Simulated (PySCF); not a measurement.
# Broadened absorption spectrum of C4H7ClSSi

C4H7ClSSi.
SMILES: `CSCC#C[SiH2]Cl`

Method used: TDDFT CAM-B3LYP/def2-SVPD, vertical, gas phase, core orbitals frozen in the response in PySCF 2.14.0, density-fitted response routines. Geometry: GFN2-xTB, one conformer, isolated molecule. Torsions of this conformer, `[CH3:1][S:2][CH2:3][C:4]#[C:5][SiH2:6][Cl:7]`: C1–S2–C3–C4 -62°.

Computed states:

| state | E (eV) | f |
| --- | --- | --- |
| S1 | 5.12 | 0.011 |
| S2 | 5.62 | 0.0054 |
| S3 | 5.90 | 0.011 |
| S4 | 5.98 | 0.020 |
| S5 | 6.12 | 0.0075 |
| S6 | 6.25 | 0.010 |
| S7 | 6.56 | 0.0011 |
| S8 | 6.89 | 0.022 |

Each state is given a Gaussian of 0.5 eV full width at half maximum, with ε(max) = 2.175×10⁸ f / Δν̃ (Δν̃ the width in cm⁻¹). The width is an assumption, not a result. The curve ends short of the highest state used, and states not computed would add to its high-energy end.

Task: Give the broadened spectrum and its maxima.

Result: 
E (eV), ε (L mol⁻¹ cm⁻¹) and a bar:
```
     4.37          1 
     4.42          3 
     4.48          6 
     4.53         13 
     4.59         26 
     4.64         46 #
     4.70         84 #
     4.75        130 ##
     4.81        204 ###
     4.86        279 ####
     4.92        378 #####
     4.97        460 ######
     5.03        541 #######
     5.08        585 ########
     5.14        602 ########
     5.19        589 ########
     5.25        550 #######
     5.30        512 #######
     5.36        479 ######
     5.41        476 ######
     5.47        517 #######
     5.52        594 ########
     5.58        744 ##########
     5.63        915 ############
     5.69       1168 ###############
     5.74       1407 ##################
     5.80       1701 ######################
     5.85       1928 #########################
     5.91       2145 ############################
     5.96       2255 ##############################
     6.02       2286 ##############################
     6.07       2226 #############################
     6.13       2062 ###########################
     6.18       1869 #########################
     6.24       1596 #####################
     6.29       1361 ##################
```

Maxima: 241 nm (5.14 eV), ε about 600, made up of S1 (96%); 206 nm (6.01 eV), ε about 2300, made up of S3 (23%), S4 (47%), S5 (15%) and S6 (13%) (ε in L mol⁻¹ cm⁻¹; maxima over ε = 5, shares over 10%).

Task: Coming from long wavelengths, where does ε first pass 100 L mol⁻¹ cm⁻¹?

Result: At about 263 nm (4.72 eV), 0.40 eV below S1.

Task: What would ε be at 6.01 eV, the highest of these maxima, with half the width (0.25 eV)?

Result: About 3270 L mol⁻¹ cm⁻¹ against 2290, a factor of about 1.4; a lone state at its own centre would give exactly 2.

Task: On this curve, what absorbance would a 10⁻⁴ mol/L sample give at 254 nm over a 1 cm path?

Result: 254 nm is 4.881 eV, where ε is about 310 L mol⁻¹ cm⁻¹, so A = ε c l ≈ 0.031 (Beer–Lambert, with the gas-phase spectrum and the assumed width).

The run took 39 s (with the writing of density and orbital grids) on an Intel Xeon 6975P-C with one thread, no GPU, shared host with 192 logical CPUs at a one-minute load of 64, and the process peaked at 0.97 GiB of memory.
